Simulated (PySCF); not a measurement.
GeH6N2.
Structure used (PBE0-D3(BJ)/def2-SVP), in Å, numbered top down from 1:
```xyz
9
GeH6N2 angstrom
N      1.4349   -0.3319    0.4028
Ge    -0.2335    0.3997    0.2273
N     -1.5100   -0.8890   -0.0821
H      1.4607   -1.1871    0.9530
H      1.9192   -0.4964   -0.4751
H     -0.6537    1.0555    1.5542
H     -0.0888    1.4529   -0.8969
H     -2.4536   -0.6246    0.1901
H     -1.5389   -1.2694   -1.0243
```

The calculation used PySCF 2.14.0, PBE0-D3(BJ)/def2-SVP geometry optimisation, gas phase.

Masses are those of the commonest isotopes; rigid-rotor values at the optimised geometry. The values belong to one conformer with, in the numbering `[NH2:1][GeH2:2][NH2:3]`, H–N1–Ge2–N3 -42° and 84°, N1–Ge2–N3–H 156° and -76°.

Problem. What are A, B and C (GHz)?

Solution. Ia = 34.67, Ib = 84.17, Ic = 108.09 u·Å²; 505379 MHz·u·Å²/I gives 14576, 6004 and 4676 MHz, that is A = 14.576, B = 6.0045, C = 4.6757 GHz.

Problem. Classify the top.

Solution. An asymmetric top. Ray's parameter κ = (2B − A − C)/(A − C) = -0.732; −1 is the prolate and +1 the oblate limit.

Problem. Is it planar, by Δ = Ic − Ia − Ib?

Solution. Not planar: Δ = Ic − Ia − Ib = -10.75 u·Å². For a rigid frame Δ = −2 Σ m c², so Σ m c² = 5.38 u·Å² lies off the ab plane: 5.34 from hydrogen and 0.03 from heavier atoms. The atom farthest from that plane is 1.27 Å away.

Problem. Where do the levels up to J = 3 lie, in MHz?

Solution. Above 0(0,0):
J = 1: 1(0,1) 10680, 1(1,1) 19252, 1(1,0) 20581
J = 2: 2(0,2) 31898, 2(1,2) 39284, 2(1,1) 43270, 2(2,1) 68985, 2(2,0) 69128
J = 3: 3(0,3) 63378, 3(1,3) 69246, 3(1,2) 77209, 3(2,2) 101026, 3(2,1) 101729, 3(3,1) 147292, 3(3,0) 147302
Those of J = 1 are B + C, A + C and A + B.

Problem. Which types of transition are allowed, and where do some lines up to J = 5 fall?

Solution. The dipole components are |μa| = 1.10 D, |μb| = 0.79 D, |μc| = 1.08 D. Intensities carry the squares of the components, which stand as 1.00 : 0.51 : 0.96 (a : b : c). Some lines, for components of 0.1 D or more:

| type | branch | J(Ka,Kc) | MHz | lower level (cm⁻¹) |
| --- | --- | --- | --- | --- |
| a | Q | 3(2,1) ← 3(2,2) | 703 | 3.370 |
| a | Q | 5(2,3) ← 5(2,4) | 4502 | 6.562 |
| a | Q | 4(1,3) ← 4(1,4) | 13220 | 3.638 |
| b | Q | 4(1,3) ← 4(0,4) | 17511 | 3.494 |
| a | R | 2(1,1) ← 1(1,0) | 22689 | 0.687 |
| c | Q | 3(2,2) ← 3(1,2) | 23817 | 2.575 |
| b | R | 2(1,2) ← 1(0,1) | 28603 | 0.356 |
| b | R | 4(0,4) ← 3(1,3) | 35513 | 2.310 |
| b | R | 4(1,4) ← 3(0,3) | 45673 | 2.114 |
| b | R | 2(2,1) ← 1(1,0) | 48405 | 0.687 |
| c | R | 2(2,1) ← 1(1,1) | 49733 | 0.642 |
| a | R | 5(2,4) ← 4(2,3) | 53084 | 4.791 |
| a | R | 5(4,1) ← 4(4,0) | 53722 | 8.496 |
| a | R | 5(3,2) ← 4(3,1) | 53997 | 6.349 |
| a | R | 5(2,3) ← 4(2,2) | 55544 | 4.859 |
| b | Q | 5(4,1) ← 5(3,2) | 64080 | 8.150 |
| b | R | 3(3,1) ← 2(2,0) | 78164 | 2.306 |
| b | R | 3(3,0) ← 2(2,1) | 78316 | 2.301 |
| c | R | 5(2,4) ← 4(1,4) | 87669 | 3.638 |
| c | R | 5(5,1) ← 4(4,1) | 136550 | 8.496 |

Not checked by PBE0-D3(BJ)/def2-SVP frequencies. Zero-point vibration and centrifugal distortion are left out. A rigid rotor knows nothing of inversion at nitrogen, which can split or shift real lines. Quadrupole hyperfine structure (14N) is left out.
